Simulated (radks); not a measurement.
Dipole-allowed excitations along the series with 4 electrons in [He] 2s2. All-electron calculation, scalar-relativistic Kohn-Sham, PBE, spin-polarised, spherical densities, finite nucleus; Fermi nuclear charge, rms radius of each element as measured or else 0.836 A^(1/3) + 0.57 fm. Program: a radial shooting solver on a logarithmic mesh with Libxc functionals. Time-dependent linear response with the Hartree and adiabatic LDA kernel, continuum included through the Sternheimer equations, no spin-orbit coupling, so fine structure and intercombination lines are absent. Lines are the poles of the dipole polarisability below minus the highest occupied eigenvalue, found on a grid refined at the orbital gaps; the lowest seven at most are given, and weak or close lines can be missed. The first line takes the name of the lowest orbital gap if no other gap lies below it; otherwise a line is named after a gap within 0.6 % of it, if that gap stands alone.

species	-e(HOMO) (eV)	lowest orbital gap (eV)	first line (eV)	f	strongest line (eV)	its f	static alpha (bohr^3)	measured (eV)
Be	5.610	2s-2p 3.591	4.891 (2s-2p)	1.29	the first	1.29	42.64	2s-2p 5.277
B+	19.511	2s-2p 6.147	8.692 (2s-2p)	1.00	the first	1.00	10.53	2s-2p 9.100
C2+	40.379	2s-2p 8.614	12.101 (2s-2p)	0.750	the first	0.750	4.158	-
N3+	68.125	2s-2p 11.046	15.406 (2s-2p)	0.600	the first	0.600	2.058	-
O4+	102.72	2s-2p 13.467	18.672 (2s-2p)	0.501	the first	0.501	1.166	-
F5+	144.17	2s-2p 15.890	21.928 (2s-2p)	0.431	94.933 (2s-3p)	0.442	0.7237	-

Measured values: term averages from the NIST Handbook of Basic Atomic Spectroscopic Data.
